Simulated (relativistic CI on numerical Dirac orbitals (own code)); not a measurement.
**d1 to d9 in one octahedral field**

Computed with a parametric ligand-field model without spin-orbit coupling, by exact diagonalisation: B = 850, C = 3890, 10Dq = 10600 cm⁻¹ (Oh; |10Dq|/B = 12.5) for every shell. Energies in cm⁻¹; the field energy is (0.6 n_e − 0.4 n_t2) × 10Dq of the ground term; g labels are left out.

```
Shell  Ground term  Electrons in e  Field energy  First spin-allowed bands  Lowest term of other spin
   d1          2T2           0.000         -4240                  2E 10600                           
   d2          3T1           0.064         -7806       3T2 9378, 3A2 19978                  1T2 13388
   d3          4A2           0.000        -12720      4T2 10600, 4T1 16966                   2E 17504
   d4           5E           1.000         -6360                 5T2 10600                  3T1 11690
   d5            ?               ?             ?                         ?                          ?
   d6          5T2           2.000         -4240                  5E 10600                  1A1 10858
   d7          4T1           2.064         -7806       4T2 9378, 4A2 19978                    2E 7455
   d8          3A2           2.000        -12720      3T2 10600, 3T1 16966                   1E 14194
   d9           2E           3.000         -6360                 2T2 10600
```

(1) Fill in the row of d5.

Results:

(1) Ground term: 6A1; Electrons in e: 2.000; Field energy: 0; First spin-allowed bands: none; Lowest term of other spin: 4T1 20169. Every shell keeps the spin of the free ion. Only d4 to d7 can choose; the field needed to pair spins is smallest for d6 and largest for d5, which loses most exchange energy. In the strong-field picture 10Dq must exceed about 6B + 5C = 24550 (d4), 7.5B + 5C = 25825 (d5), 2.5B + 4C = 17685 (d6) and 4B + 4C = 18960 (d7); mixing of terms shifts these bounds somewhat. High-spin d^(n+5) repeats the spin-allowed bands of d^n, since the half-filled shell is spherical.
